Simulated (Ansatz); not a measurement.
`C[CH](C)[Sn][NH2]` + `CO[SiH2]S` → `CO[SiH2]SC` + `C[CH2][Sn][NH2]`  (substitution at a C–C bond)

Isolated molecules relaxed with PBE0-D4/def2-TZVP in Ansatz; ΔE leaves out vibrations. CBS: MP2 limit from def2 TZ/QZ plus the TZ coupled-cluster correction, frozen cores. This one scheme is used for every species. DFT in def2-TZVPP. def2 core potentials past Kr. For Sn outer-core shells are correlated without core-valence functions, which leaves a few kJ/mol of doubt a bond. One conformer a species, not always the lowest.

(1) Is it downhill or uphill in electronic energy at CCSD(T)/CBS, and by how much? (Best estimate.)

(2) What do these levels give: revPBE-D4, r2SCAN-D4, ωB97X-V, B2PLYP, r2SCAN0, SCS-MP2/def2-QZVPP? (An estimate is asked.)

Largest T1 diagnostic among the species: 0.015.

Results:

(1) The calculation gave: Nearly level: ΔE = +0.02 eV.

(2) The calculation gave: revPBE-D4 -0.03, r2SCAN-D4 -0.01, ωB97X-V -0.01, B2PLYP -0.01, r2SCAN0 0.00, SCS-MP2/def2-QZVPP 0.02 eV.

From BLYP to BHLYP (50 % exact exchange), in def2-TZVPP and without D4, ΔE moves by +0.04 eV. Leaving LDA and LC-ωPBE aside and taking each functional with its dispersion term where it has one, the values, not all of them listed here, spread over 0.05 eV, from BLYP-D4 to B97M-V. LDA lies +0.09 eV from PBE without D4.
